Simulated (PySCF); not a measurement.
Gas-phase reaction: 6 Cu + 3 HCl → Cu₃Cl₃ + 3 CuH

Computed with PySCF and rigid-rotor harmonic-oscillator thermochemistry at 1 bar. † marks an energy on the PBE0/def2-TZVP geometry and frequencies. MP2 and CCSD(T) freeze the core. Open shells (unrestricted): Cu (multiplicity 2); the rest are closed-shell singlets. Cu: all electrons, no relativistic terms. MP2 isn't extrapolated to the basis-set limit. CCSD(T) isn't extrapolated to the basis-set limit. Warning, large T1 diagnostic: Cu₃Cl₃, CuH (CCSD(T)/def2-SVP†).

```csv
level,"ΔH°(298 K), kJ"
CCSD(T)/def2-SVP†,-1144
HF/def2-TZVP†,___
MP2/def2-TZVPP†,___
PBE0/def2-QZVP†,-1021
ωB97X-V/def2-TZVP†,-1096
```

Fill in the missing entries.


- HF/def2-TZVP†, ΔH°(298 K), kJ: -498
- MP2/def2-TZVPP†, ΔH°(298 K), kJ: -1129
